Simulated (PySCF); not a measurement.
SnH₃F, SMILES [F][SnH3]. Atoms are numbered in the order given.

```xyz
5

Sn     0.0000     0.0000    -0.2608
F      0.0000     0.0000     1.6796
H      1.4288     0.8249    -0.6915
H     -1.4288     0.8249    -0.6915
H      0.0000    -1.6498    -0.6915
```

Geometry: B3LYP-D3(BJ)/def2-TZVP. The def2 effective core potentials stand for the cores of Sn; spin–orbit coupling is left out.

The numbers are results of PBE0/def2-TZVPD (PySCF), not measurements.

Gas-phase values at a fixed geometry.

The total energy is -315.90171 hartree, the point group is C3v and the highest occupied level is -9.42 eV. The lowest empty level comes out as -0.95 eV, the orbital gap comes out as 8.47 eV and the dipole moment is 2.84 D. The quadrupole, principal values (traceless, Buckingham form, about the centre of nuclear charge) is -4.23, 2.12, 2.12 D·Å. The mean static polarisability comes out as 41.0 bohr³ (6.08 Å³) and the polarisability, principal values comes out as 38.5, 42.3, 42.3 bohr³.
